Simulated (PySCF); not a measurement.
**How methods differ on the excitation energy of Ne**

Ne [Ne] (1S) → Ne [He] 2s1 2p6 3p1 (3P), as a difference of total energies. Computed with PySCF 2.14 in aug-cc-pVTZ with one added diffuse shell each of s, p, d, f type (6s5p4d3f, 62 functions), with no relativity, point nucleus. Correlated levels: valence: 1s2 frozen. The calculations carry no spin-orbit coupling.

```json
{"method": "UHF", "excitation energy (cm⁻¹)": "373970"}
{"method": "LDA", "excitation energy (cm⁻¹)": "336130"}
{"method": "PBE", "excitation energy (cm⁻¹)": "337580"}
{"method": "PBE0", "excitation energy (cm⁻¹)": "348760"}
{"method": "r2SCAN", "excitation energy (cm⁻¹)": "354320"}
{"method": "B97-3", "excitation energy (cm⁻¹)": "351220"}
{"method": "BHandHLYP", "excitation energy (cm⁻¹)": "359250"}
{"method": "TPSS", "excitation energy (cm⁻¹)": "343960"}
{"method": "PBEsol", "excitation energy (cm⁻¹)": "336650"}
{"method": "MP2 (valence)", "excitation energy (cm⁻¹)": "371640"}
{"method": "SCS-MP2 (valence)", "excitation energy (cm⁻¹)": "369180"}
```

The upper state lies above the first ionisation limit, where it may autoionise and the basis confines it. A Rydberg-like electron needs more diffuse functions than a valence basis has.

The promoted electron is Rydberg-like, and one or two diffuse shells describe it only roughly, which tends to raise the upper state.
